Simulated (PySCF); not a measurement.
ClH2Si, SMILES [SiH2]Cl, multiplicity 2.

Geometry optimised at B3LYP-D3(BJ)/def2-TZVP. The isomer is the one that the SMILES or the coordinates give; other isomers of the formula were not compared.

Calculation: PBE/def2-TZVPD (PySCF).

Isolated molecule, no solvent.

```
Quantity                                                                                                        Result
---------------------------------------------------------------------------------------------  -----------------------
total energy                                                                                        -750.56630 hartree
point group                                                                                                         Cs
α spin, highest occupied and lowest empty level                                                     -5.46 and -1.33 eV
β spin, highest occupied and lowest empty level                                                     -7.76 and -3.77 eV
dipole moment                                                                                                0.225 e·Å
quadrupole, principal values (traceless, Buckingham form, about the centre of nuclear charge)   -0.80, -0.28, 1.08 D·Å
mean static polarisability                                                                        47.3 bohr³ (7.01 Å³)
polarisability, principal values                                                                41.3, 43.4, 57.3 bohr³
⟨S²⟩                                                                                           0.752 (pure state 0.75)
```
